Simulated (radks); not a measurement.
All-electron atom: Os in [Xe] 4f14 5d6 6s2 (the NIST ground configuration). Calculated with a radial shooting solver on a logarithmic mesh with Libxc functionals: scalar-relativistic Kohn-Sham, PBE, spin-polarised, spherical densities, point nucleus; open shells are filled with parallel spins first.

Unscreened Slater integrals over Kohn-Sham orbitals (hartree). They are taken over the spin-up orbitals. Empty in this configuration: 6p.

\begin{tabular}{lr}
integral & value \\ \hline
F0(6s,6s) & 0.31016 \\
F0(6s,5d) & 0.36515 \\
G2(6s,5d) & 0.098093 \\
F0(6s,5p) & 0.38991 \\
G1(6s,5p) & 0.027655 \\
F0(6s,6p) & 0.23933 \\
G1(6s,6p) & 0.13011 \\
F0(5d,5d) & 0.50953 \\
F2(5d,5d) & 0.25806 \\
F4(5d,5d) & 0.16844 \\
F0(5d,5p) & 0.60068 \\
F2(5d,5p) & 0.28491 \\
G1(5d,5p) & 0.33466 \\
G3(5d,5p) & 0.20571 \\
F0(5d,6p) & 0.25905 \\
F2(5d,6p) & 0.074701 \\
G1(5d,6p) & 0.040313 \\
G3(5d,6p) & 0.029482 \\
F0(5p,5p) & 0.76751 \\
F2(5p,5p) & 0.41342 \\
F0(5p,6p) & 0.26757 \\
F2(5p,6p) & 0.046006 \\
G0(5p,6p) & 0.0073202 \\
G2(5p,6p) & 0.0096823 \\
F0(6p,6p) & 0.20302 \\
F2(6p,6p) & 0.10436 \\
\end{tabular}

Derived for the open shells (J is the average intra-shell exchange parameter used in DFT+U). 5d: Racah B = F2/49 - 5 F4/441 = 0.003357 hartree, C = 35 F4/441 = 0.01337 hartree, C/B = 3.98, F4/F2 = 0.653, J = (F2 + F4)/14 = 0.03046 hartree.
